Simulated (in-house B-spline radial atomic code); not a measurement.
Atomic self-consistent-field run: Ru⁵⁺. Level of theory: scalar-relativistic (X2C) B97-1, spin-polarised, spherical fractional occupations, exact exchange averaged over the configuration, Fermi nucleus of rms radius 4.4809 fm; calculated with a radial B-spline atomic code at the basis-set limit.

Command:
```bash
python run_scf.py task.json out
```
Settings (nuclear radius in fm, mass in u):
```
Z                44
configuration    [Kr] 4d3
hamiltonian      x2c
method           b97_1
spin_polarised   True
nucleus          fermi
rms_radius       4.4809
atomic_mass      101.90434
speed_of_light   137.035999084
exact_exchange   averaged over the configuration
```

Output (hartree, bohr):
```
 radial grid: 67 intervals, B-splines of order 8, outer radius 18.2456 bohr

 iter        energy (Eh)    residual
    1       -4516.443320    6.43e-01
    2       -4522.260988    2.92e-01
    3       -4524.218450    8.45e-02
    4       -4524.336364    2.70e-02
    5       -4524.343784    8.99e-03
    6       -4524.345540    1.52e-03
    7       -4524.345556    1.08e-04
    8       -4524.345556    1.76e-05
    9       -4524.345556    5.18e-07
   10       -4524.345556    1.26e-08

 total energy                     -4524.34556
 kinetic                            4708.2899
 electron-nucleus                 -10845.1153
 Hartree                            1744.7615
 exact exchange                      -27.2871
 exchange-correlation               -104.9947

 orbital      occ     eigenvalue          <r>       <r^2>       <1/r>       r_max
 1s up      1.000      -810.0345     0.032919  0.00147413     47.5185      0.0211
 1s down    1.000      -810.0345    0.0329189  0.00147412     47.5186      0.0211
 2s up      1.000      -119.4064     0.145204   0.0249193     10.6755      0.1228
 2s down    1.000      -119.3811     0.145191   0.0249151     10.6768      0.1228
 2p up      3.000      -107.1966     0.126771   0.0196477     10.0866     0.09803
 2p down    3.000      -107.1756     0.126754   0.0196423     10.0878     0.09802
 3s up      1.000       -23.4476     0.401927    0.185064     3.66301      0.3616
 3s down    1.000       -23.4339      0.40182    0.184918     3.66294      0.3616
 3p up      3.000       -19.4129     0.402265    0.188215      3.4403      0.3548
 3p down    3.000       -19.3967     0.402097     0.18799     3.44047      0.3549
 3d up      5.000       -12.9201     0.383416    0.175968      3.1995      0.3006
 3d down    5.000       -12.8915     0.383292    0.175741     3.19917      0.3009
 4s up      1.000        -5.4954     0.997137      1.1212     1.38225      0.9079
 4s down    1.000        -5.3768     0.995322     1.11811     1.38657      0.9062
 4p up      3.000        -4.3151      1.08027     1.32479     1.24684      0.9693
 4p down    3.000        -4.1842      1.08088     1.32843     1.24805      0.9666
 4d up      3.000        -2.5878      1.30418     1.96485     1.00288       1.123
```

Run time, properties included: 0.35 s on 1 thread of Intel(R) Xeon(R) 6975P-C, on a shared host.

One-electron X2C: radii and densities carry no picture-change correction, so inner-shell <1/r> comes out high (for 1s by about 2 % at Z = 33, 5 % at 54, 10 % at 75, 30 % at 118) and <r> low.
